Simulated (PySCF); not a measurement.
## How methods differ on the ionisation energy of Rb⁺

Rb⁺ [Kr] (1S) → Rb²⁺ [Ar] 3d10 4s2 4p5 (2P), as a difference of total energies. All numbers are calculated (PySCF 2.14, a scalar-relativistic core potential, in def2-SVP with the def2 core potential (28 electrons) (5s3p2d, 24 functions)). Correlated levels: valence: 4s2 frozen. The calculations carry no spin-orbit coupling.

Question: Order these methods by the ionisation energy they give, lowest first.
A. MP2 (valence)
B. PBE0
C. SCS-MP2 (valence)
D. UHF

Answer: D (26.633 eV), C (27.099 eV), A (27.122 eV), B (27.550 eV).

The reference lies between the lowest fine-structure levels, while these numbers refer to the centres of the terms.

Errors of the correlated levels include the incompleteness of this basis and the frozen core.

For comparison: 27.290 eV (measured; NIST Atomic Spectra Database, ionization energies).
